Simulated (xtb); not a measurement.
HfI$_{4}$, singlet, geometry from GFN2-xTB (such geometries of metal compounds can be far from the true shape); GFN2-xTB in xtb.

Input for xtb:
```
$ xtb mol.xyz --gfn 2 --ohess --json

# file mol.xyz
5

Hf    -0.00000000     0.00000000    -0.00000000
I      2.15787916    -0.67548443    -1.60777706
I      0.88007107     0.43252268     2.59539358
I     -1.18880847     2.31130827    -0.97069936
I     -1.84914175    -2.06834653    -0.01691715
```

Output, abridged:

```
   ID    Z sym.   atoms
    1   72 Hf     1
    2   53 I      2-5

           -------------------------------------------------
          |                Calculation Setup                |
           -------------------------------------------------

           -------------------------------------------------
          |                 G F N 2 - x T B                 |
           -------------------------------------------------

          ...................................................
          :                      SETUP                      :
          :.................................................:
          :  # basis functions                  50          :
          :  # atomic orbitals                  45          :
          :  # shells                           15          :
          :  # electrons                        32          :
          :  max. iterations                   250          :
          :  Hamiltonian                  GFN2-xTB          :
          :  restarted?                      false          :
          :  GBSA solvation                  false          :
          :  PC potential                    false          :
          :  electronic temp.          300.0000000     K    :
          :  accuracy                    1.0000000          :
          :  -> integral cutoff          0.2500000E+02      :
          :  -> integral neglect         0.1000000E-07      :
          :  -> SCF convergence          0.1000000E-05 Eh   :
          :  -> wf. convergence          0.1000000E-03 e    :
          :  Broyden damping             0.4000000          :
          :  net charge                          0          :
          :  unpaired electrons                  0          :
          ...................................................

 iter      E             dE          RMSdq      gap      omega  full diag
   1      2.8838067  0.288381E+01  0.498E+01    0.00       0.0  T
   2     -7.4434363 -0.103272E+02  0.383E+01    9.52       1.0  T
   3    -13.1440542 -0.570062E+01  0.222E+01   10.08       1.0  T
   4    -15.0898902 -0.194584E+01  0.179E+01    6.72       1.0  T
   5    -15.0621825  0.277077E-01  0.165E+01    7.20       1.0  T
   6      3.7262072  0.187884E+02  0.538E+01    0.00       1.0  T
   7      9.1283562  0.540215E+01  0.605E+01    0.00       1.0  T
   8    -16.9870210 -0.261154E+02  0.113E+01    1.48       1.0  T
   9    -16.3636961  0.623325E+00  0.102E+01    4.88       1.0  T
  10    -16.5290230 -0.165327E+00  0.956E+00    4.42       1.0  T
  11    -16.5141359  0.148871E-01  0.793E+00    5.11       1.0  T
  12    -16.9648540 -0.450718E+00  0.501E+00    3.41       1.0  T
  13    -17.0412154 -0.763614E-01  0.215E+00    3.41       1.0  T
  14    -17.0563702 -0.151548E-01  0.930E-01    3.35       1.0  T
  15    -17.0571962 -0.825930E-03  0.388E-01    3.34       1.0  T
  16    -17.0560234  0.117279E-02  0.415E-01    3.35       1.0  T
  17    -17.0557614  0.261956E-03  0.444E-01    3.37       1.0  T
  18    -17.0574981 -0.173671E-02  0.195E-01    3.45       1.0  T
  19    -17.0574915  0.660067E-05  0.111E-01    3.40       1.0  T
  20    -17.0575508 -0.592707E-04  0.711E-02    3.46       1.0  T
  21    -17.0575652 -0.144117E-04  0.227E-02    3.44       2.0  T
  22    -17.0575671 -0.190786E-05  0.849E-03    3.45       5.3  T
  23    -17.0575679 -0.747391E-06  0.450E-03    3.45       9.9  T
  24    -17.0575682 -0.302927E-06  0.385E-04    3.45     116.1  T
  25    -17.0575682 -0.112053E-10  0.139E-05    3.45    3221.6  T

   *** convergence criteria satisfied after 25 iterations ***

         :::::::::::::::::::::::::::::::::::::::::::::::::::::
         ::                     SUMMARY                     ::
         :::::::::::::::::::::::::::::::::::::::::::::::::::::
         :: total energy             -17.030630943007 Eh    ::
         :: gradient norm              0.000004598729 Eh/a0 ::
         :: HOMO-LUMO gap              3.453154631010 eV    ::
         ::.................................................::
         :: SCC energy               -17.057556859674 Eh    ::
         :: -> isotropic ES           -0.060991515304 Eh    ::
         :: -> anisotropic ES          0.021589009492 Eh    ::
         :: -> anisotropic XC         -0.021820254419 Eh    ::
         :: -> dispersion             -0.008192388107 Eh    ::
         :: repulsion energy           0.026925916667 Eh    ::
         :: add. restraining           0.000000000000 Eh    ::
         :: total charge               0.000000000000 e     ::
         :::::::::::::::::::::::::::::::::::::::::::::::::::::

      -----------------------------------------------------------
     |                   =====================                   |
     |                        A N C O P T                        |
     |                   =====================                   |
     |               Approximate Normal Coordinate               |
     |                Rational Function Optimizer                |
      -----------------------------------------------------------
      -----------------------------------------------------------
     |                   =====================                   |
     |                        A N C O P T                        |
     |                   =====================                   |
     |               Approximate Normal Coordinate               |
     |                Rational Function Optimizer                |
      -----------------------------------------------------------

          ...................................................
          :                      SETUP                      :
          :.................................................:
          :   optimization level            normal          :
          :   max. optcycles                   200          :
          :   ANC micro-cycles                  20          :
          :   degrees of freedom                 9          :
[...]
 * total energy  :   -17.0306309 Eh     change       -0.9769963E-12 Eh
   *** GEOMETRY OPTIMIZATION CONVERGED AFTER 1 ITERATIONS ***
         :: total energy             -17.030630943008 Eh    ::
[...]
     3  53 I    1.071 --     1 Hf   0.849
     4  53 I    1.071 --     1 Hf   0.849
     5  53 I    1.071 --     1 Hf   0.849
 ---------------------------------------------------------------------------

Topologies differ in total number of bonds
Writing topology from bond orders to xtbtopo.mol

molecular dipole:
                 x           y           z       tot (Debye)
 q only:       -0.000       0.000      -0.000
   full:       -0.000       0.000      -0.000       0.000
molecular quadrupole (traceless):
                xx          xy          yy          xz          yz          zz
 q only:        0.000      -0.000       0.000      -0.000      -0.000      -0.000
  q+dip:        0.000       0.000      -0.000      -0.000      -0.000       0.000
   full:        0.000       0.000      -0.000      -0.000      -0.000       0.000

           -------------------------------------------------
          |               Frequency Printout                |
           -------------------------------------------------
 projected vibrational frequencies (cm⁻¹)
eigval :       -0.00    -0.00    -0.00     0.00     0.00     0.00
eigval :       31.03    31.04    37.09    37.10    37.11   136.01
eigval :      199.58   199.58   199.58
 reduced masses (amu)
   1:131.40   2:137.23   3:132.22   4:131.89   5:139.95   6:128.99   7:126.90   8:126.90
   9:139.83  10:139.83  11:139.83  12:126.90  13:152.15  14:152.14  15:152.14
 IR intensities (km·mol⁻¹)
   1:  0.00   2:  0.00   3:  0.00   4:  0.00   5:  0.00   6:  0.00   7:  0.00   8:  0.00
   9: 22.37  10: 22.40  11: 22.33  12:  0.00  13: 46.10  14: 46.10  15: 46.18
 Raman intensities (Ä⁴*amu⁻¹)
   1:  0.00   2:  0.00   3:  0.00   4:  0.00   5:  0.00   6:  0.00   7:  0.00   8:  0.00
Molecule has the following symmetry elements: 4*(C3) 3*(C2) 3*(S4) 6*(sigma)
It seems to be the Td point group
   9:  0.00  10:  0.00  11:  0.00  12:  0.00  13:  0.00  14:  0.00  15:  0.00
 output can be read by thermo (or use thermo option).
 writing <g98.out> molden fake output.
 recommended (thermochemical) frequency scaling factor: 1.0
           -------------------------------------------------
          |             Thermodynamic Functions             |
           -------------------------------------------------

td  symmetry found (for desy threshold:  0.10E+00) used in thermo

          ...................................................
          :                      SETUP                      :
          :.................................................:
          :  # frequencies                           9      :
          :  # imaginary freq.                       0      :
          :  linear?                             false      :
          :  only rotor calc.                    false      :
          :  symmetry                               td      :
          :  rotational number                      12      :
          :  scaling factor                  1.0000000      :
          :  rotor cutoff                   50.0000000 cm⁻¹ :
          :  imag. cutoff                  -20.0000000 cm⁻¹ :
          :.................................................:

    mode    ω/cm⁻¹     T·S(HO)/kcal·mol⁻¹    T·S(FR)/kcal·mol⁻¹   T·S(vib)
   ------------------------------------------------------------------------
       1     31.03    -1.71802 ( 12.92%)    -1.19779 ( 87.08%)    -1.26501
       2     31.04    -1.71790 ( 12.93%)    -1.19773 ( 87.07%)    -1.26499
       3     37.09    -1.61262 ( 23.24%)    -1.14498 ( 76.76%)    -1.25367
       4     37.10    -1.61252 ( 23.25%)    -1.14493 ( 76.75%)    -1.25366
       5     37.11    -1.61230 ( 23.28%)    -1.14482 ( 76.72%)    -1.25365
       6    136.01    -0.85250 ( 98.21%)    -0.76009 (  1.79%)    -0.85084
       7    199.58    -0.63714 ( 99.61%)    -0.64649 (  0.39%)    -0.63718
       8    199.58    -0.63714 ( 99.61%)    -0.64649 (  0.39%)    -0.63718
       9    199.58    -0.63713 ( 99.61%)    -0.64648 (  0.39%)    -0.63717
   ------------------------------------------------------------------------

   temp. (K)  partition function   enthalpy   heat capacity  entropy
                                   cal/mol     cal/K/mol   cal/K/mol   J/K/mol
 298.15  VIB  0.103E+06             4197.661     13.326     30.366
         ROT  0.846E+06              888.752      2.981     30.104
         INT  0.873E+11             5086.414     16.307     60.470
         TR   0.174E+29             1481.254      4.968     45.438
         TOT                        6567.6676    21.2752   105.9084   443.1206

       T/K    H(0)-H(T)+PV         H(T)/Eh          T*S/Eh         G(T)/Eh
   ------------------------------------------------------------------------
    298.15    0.104662E-01    0.125351E-01    0.503205E-01   -0.377854E-01
   ------------------------------------------------------------------------

         :::::::::::::::::::::::::::::::::::::::::::::::::::::
         ::                  THERMODYNAMIC                  ::
         :::::::::::::::::::::::::::::::::::::::::::::::::::::
         :: total free energy         -17.068416352513 Eh   ::
         ::.................................................::
         :: total energy              -17.030630943008 Eh   ::
         :: zero point energy           0.002068831228 Eh   ::
         :: G(RRHO) w/o ZPVE           -0.039854240733 Eh   ::
         :: G(RRHO) contrib.           -0.037785409505 Eh   ::
         :::::::::::::::::::::::::::::::::::::::::::::::::::::

optimized geometry written to: xtbopt.xyz

           -------------------------------------------------
          | TOTAL ENERGY              -17.030630943008 Eh   |
          | TOTAL ENTHALPY            -17.018095867289 Eh   |
          | TOTAL FREE ENERGY         -17.068416352513 Eh   |
          | GRADIENT NORM               0.000004594387 Eh/α |
          | HOMO-LUMO GAP               3.453154945935 eV   |
           -------------------------------------------------

normal termination of xtb
```
